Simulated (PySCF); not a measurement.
Calculation: PBE-D3(BJ)/def2-TZVP // PBE0-D4/def2-SVP (PySCF). Gas-phase values, no solvent. One relaxed conformer stands for a flexible species; it need not be the lowest. 

Reference species (SMILES): `C(C)[Si](CC)(CC)S` (neutral, multiplicity 1).

| Quantity | Result |
|---|---|
| S1 oscillator strength | 0.006 |
| HOMO | -5.78 eV |

Changed species: `CC[Si](CC)(CC)CC` (0 of 4 C2H5 replaced by SH; the reference has 1 of 4 C2H5 replaced by SH).

**Question.** Predict the effect on the S1 oscillator strength and HOMO.

**Answer.** the S1 oscillator strength is nearly the same; the HOMO drops by 0.59 eV, to -6.37 eV.
